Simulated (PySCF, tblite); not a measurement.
Species: C5H12F3PSi.
Bonds: C1–P2, P2–C3, C3–F4, C3–F5, C3–F6, P2–Si7, Si7–C8, Si7–C9, Si7–C10. Hydrogens: H11, H12, H13 on C1; H14, H15, H16 on C8; H17, H18, H19 on C9; H20, H21, H22 on C10.

Computed geometry: GFN2-xTB, gas phase.

Question: Give the optimised bond lengths and angles.

Answer: 
```
                   bond  length (pm)   order
                  C1–P2        184.6  single
                  P2–C3        186.9  single
           C3–F4, C3–F5        134.2  single
                  C3–F6        135.1  single
                 P2–Si7        229.3  single
Si7–C8, Si7–C9, Si7–C10        191.0  single
 C1–H11, C1–H12, C1–H13        108.9  single
C8–H14 and 8 like bonds        108.6  single
```

Bonds in one row agree within 1 pm and their mean is given. Orders are formal, as drawn. A selection of angles:
```
     angle  degrees
 P2–C1–H11    107.7
 P2–C1–H12    111.8
 P2–C1–H13    109.0
H11–C1–H12    109.8
  C1–P2–C3     95.0
 C1–P2–Si7    100.6
 C3–P2–Si7     96.9
  P2–C3–F4    111.9
  P2–C3–F6    115.3
  F4–C3–F5    106.7
  F4–C3–F6    106.0
 P2–Si7–C8    113.9
 P2–Si7–C9    107.9
P2–Si7–C10    102.3
 C8–Si7–C9    111.0
C8–Si7–C10    110.2
Si7–C8–H14    111.6
Si7–C8–H16    110.2
H14–C8–H15    108.0
```

Dihedral angles: C1–P2–C3–F4 -178° (antiperiplanar); C1–P2–Si7–C8 25° (synperiplanar). The mirror-image conformer, all signs reversed, is as good.

Of the pairs four or more bonds apart, F6···H12 is among the closest relative to their van der Waals radii: 2.59 Å, 97 % of the sum of Bondi's values. Si7 (four-coordinate silicon) is distorted tetrahedral (angles from 102.3° to 113.9°). P2 (three-coordinate phosphorus) is pyramidal (angles 100.6°, 96.9° and 95.0°, sum 292.5°, 0.98 Å off the plane of its three neighbours). The C–P distances run from 1.846 Å (C1–P2, drawn single) to 1.869 Å (P2–C3, drawn single), a spread of 0.023 Å.

Point group: C1 (no symmetry element, even within 0.4 Å). Its GFN2-xTB frequencies are all real (lowest 28 cm⁻¹).
